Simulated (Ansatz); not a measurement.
Basis-set extrapolation for `B[SiH](B)O` (PBE0-D4/def2-TZVP geometry, frozen core, Ansatz 0.2.0). Multiplicity 1, RHF reference.

```
                      def2-TZVPP   def2-QZVPP
                 HF  -416.694709  -416.710034
    MP2 correlation    -0.558936    -0.600771
CCSD(T) correlation    -0.630931      not run
```

Energies in hartree. Use E(X) = E(∞) + A·exp(−7.88·√X) for Hartree–Fock and E(X) = E(∞) + B·X^(−2.97) for correlation, with X = 3 and 4, and add CCSD(T) minus MP2 of the smaller set to the MP2 limit.

**Question.** What is the CCSD(T) energy at the basis-set limit?

**Answer.** HF limit: -416.710034 + (-0.015325) × 0.13774 = -416.71214. MP2 limit: -0.600771 + (-0.041835) × 0.74074 = -0.63176. Higher-order term: -0.630931 − (-0.558936) = -0.07200. Total: -417.41590 hartree, 2.46 eV below CCSD(T)/def2-TZVPP.
